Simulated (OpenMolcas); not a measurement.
# Mo2+: moving or changing the point charges

Mo2+ among 6 point charges of -1 e arranged as a tetragonal octahedron (D4h), 1.82 Å from the ion, with the axial distance 2.148 Å. The active orbitals were held to one l.
```
   1.8200    0.0000    0.0000  -1.00
   0.0000    1.8200    0.0000  -1.00
  -1.8200    0.0000    0.0000  -1.00
   0.0000   -1.8200    0.0000  -1.00
   0.0000    0.0000    2.1476  -1.00
   0.0000    0.0000   -2.1476  -1.00
```

* Program: OpenMolcas 26.06
* Method: CASSCF
* Basis: ANO-RCC-VTZP [7s6p4d2f1g]
* Scalar Hamiltonian: DKH2, point nucleus
* Active space: 4 electrons in 5 orbitals (4d)
* State averaging: 2S+1 = 5 even, 5 roots; 2S+1 = 3 even, 45 roots; 2S+1 = 1 even, 50 roots
* Spin-orbit coupling: state interaction with AMFI integrals over the reference wave functions

Runs around this geometry, states (labels of D4, the rotations of D4h). Energies in cm-1 above the lowest state or level, χT in cm3 K/mol.

```tsv
R (Å)	Axial / equatorial distance	Ground state	First state of that spin	First gap with spin-orbit (degeneracies)	χT at 300 K	First state of another spin
1.82	1.18	5B1	5A1 8423	2.0 (1, 1)	2.842	3E 8562
1.98	1.18	5B1	5A1 6774	1.7 (1, 1)	2.784	3E 11554
1.82	1.27	5B1	5A1 11142	1.5 (1, 1)	2.848	3E 10180
```

Taking the first state of the same spin as R^-n, n = -ln(6774 / 8423) / ln(1.98 / 1.82) = 2.6 between the shortest and longest distance.

Without dynamic correlation the repulsion within the d shell is too large (B by tens of per cent), so at a given field states of lower spin stand too high. Point charges give a weaker field than real ligands, and real ions of this kind are as a rule low spin; the high spin found here belongs to the model. This shell can be high or low spin here, a state of another spin lies low, and with metal d orbitals alone active their balance is uncertain, so the ground spin may be wrong (holds for R = 1.82, ratio = 1.18). This is an electrostatic model: the charges have no orbitals. No measured value stands beside these numbers.
